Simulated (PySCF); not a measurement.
How methods differ on the excitation energy of Be

Be [He] 2s2 (1S) → Be [He] 2s1 2p1 (3P), as a difference of total energies. All numbers are calculated (PySCF 2.14, the non-relativistic Hamiltonian (point nucleus), in def2-QZVPPD). Correlated levels: valence: 1s2 frozen. The calculations carry no spin-orbit coupling.

```
           method  excitation energy (eV)
              UHF                   1.616
    MP2 (valence)                   2.307
SCS-MP2 (valence)                   2.509
   CCSD (valence)                   2.725
```

Errors of the correlated levels include the incompleteness of this basis and the frozen core.

With two correlated electrons CCSD is exact in that space.

Q: Which method comes closest to the reference value, and which is furthest?

A: The reference is 2.725 eV (measured; NIST levels, between the centres of gravity of the two terms). Closest: CCSD (valence) (error 0.000 eV); furthest: UHF (error -1.109 eV).
